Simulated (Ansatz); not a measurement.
Ansatz (an electronic-structure program) input:
A basis named .json is the Basis Set Exchange file of that set.

Ansatz 0.2 input:
```yaml
crystal:
  periodic: [false, false, false]
  atoms:
    - {symbol: Si, position_ang: [-0.00000000, -0.00000000, -1.51599915]}
    - {symbol: Br, position_ang: [0.00000000, 0.00000000, 0.60639966]}
basis:
  gaussian:
    orbitals: def2-TZVPPD.json
total_charge: 1
magnetization: {spin_polarized: false}
correlation: {method: ccsd_t, electrons: outside_noble_gas}
```

Task: Which total energy does the run end on?

Result: -2861.35519 Eh (CCSD(T)/def2-TZVPPD). The basis has 105 functions.
